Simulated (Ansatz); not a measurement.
Two isomers of CH8AsNSi: A = `C[AsH]N[SiH3]`, B = `NC([SiH3])[AsH2]`.

Computed with Ansatz on PBE0-D4/def2-TZVP structures; ΔE is electronic, products minus reactants. CCSD(T)/CBS adds triple-zeta CCSD(T) − MP2 to the extrapolated MP2 energy (def2 sets, frozen cores). DFT in def2-TZVPP. B3LYP here is the variant with VWN-RPA as its local correlation; programs differ in this. For As outer-core shells are correlated without core-valence functions, which leaves a few kJ/mol of doubt a bond. Scalar relativity is left out up to krypton. Each species was taken in one conformer, which may not be the lowest.

(1) Which is lower in electronic energy at CCSD(T)/CBS, and by how much? (Estimate.)

(2) Give E(B) − E(A) in kJ/mol with CCSD(T)/def2-TZVPP, PBE0-D4, MP2/def2-TZVPP, CCSD/def2-TZVPP, B3LYP-D4, B2PLYP, r2SCAN-D4. (Estimate.)

Largest T1 diagnostic: 0.011.

Answers

(1) Computed: A, by 116.9 kJ/mol.

(2) Ansatz gave: CCSD(T)/def2-TZVPP 118.1, PBE0-D4 109.2, MP2/def2-TZVPP 123.6, CCSD/def2-TZVPP 120.1, B3LYP-D4 117.9, B2PLYP 122.5, r2SCAN-D4 116.0. None reverses the order clearly.

From PBE to PBE0 (25 % exact exchange), in def2-TZVPP and without D4, E(B) − E(A) moves by +4.1 kJ/mol. In def2-TZVPP, CCSD(T) changes the Hartree–Fock value by −15.6 kJ/mol (the triples alone add −2.0 kJ/mol) and MP2 by −10.1 kJ/mol.
